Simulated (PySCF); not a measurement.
**Electron correlation in Br⁺ (bromine, charge +1)**

[Ar] 3d10 4s2 4p4, high-spin 3P determinant. Computed with PySCF 2.14 in x2c-TZVPPall with one added diffuse shell each of s, p, d type (7s6p5d1f, 57 functions), with the spin-free X2C one-electron Hamiltonian (Gaussian nucleus). Frozen: [Ar] 3d10; 6 electrons correlated.

```
  level  correlation energy (mhartree)
   CCSD                        -123.33
    (T)                          -3.24
CCSD(T)                        -126.57
```

Diagnostics: T1 = 0.0070, D1 = 0.0223, largest double amplitude 0.032.

Cost of the coupled-cluster step: about 1.6 core-seconds, for 6 correlated electrons.
